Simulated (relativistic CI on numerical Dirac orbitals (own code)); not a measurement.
Ag³⁺: M2,3 absorption edge

Computed with this model: Dirac-Coulomb-Breit CI, orbitals from a KLI potential per configuration, QED by a radiative potential, valence Slater integrals scaled by 0.8, multiplet model of core-to-valence dipole absorption; configurations [Kr] 4d8 → [Ne] 3s2 3p5 3d10 4s2 4p6 4d9; 10 K; Lorentzian 3 eV and Gaussian 0.4 eV FWHM. Energies are those of the free ion, without screening or charge transfer. The branching ratio is the share of the lower-energy edge in the whole absorption, uncertain by about 0.02 where the edges overlap. S is read from ⟨S²⟩ = S(S + 1).

Field parameters in Wybourne normalisation: D3d B²₀ = −7Dσ, B⁴₀ = −14Dq − 21Dτ, B⁴₃ = −14√(10/7) Dq; Oh B⁴₀ = 21Dq, B⁴₄ = √(5/14) B⁴₀; Td as Oh with Dq negative (B⁴₀ = 21Dq, B⁴₄ = √(5/14) B⁴₀). The field is a parameter set, without covalency.

Case D3d, 10Dq = 42200, Dσ = -720, Dτ = -300 cm⁻¹, the dichroism is that of the ground state at zero temperature, magnetised by exchange field 10 meV on Sz. The dichroism I(Δm = −1) − I(Δm = +1), over the sum of the three polarisations, integrates to -0.1361 on the lower edge and 0.0768 on the upper edge. The branching ratio is 0.763.

**Question.** Use the orbital sum rule with 2 holes to get ⟨Lz⟩.

**Answer.** For a p → d edge ⟨Lz⟩ = 2 × n_h × (sum of both integrals) in this sign convention = -0.24; the ground state itself has ⟨Lz⟩ = -0.17 and ⟨Sz⟩ = -1.00. The rule assumes one radial integral for both edges, which relativistic orbitals only approach.
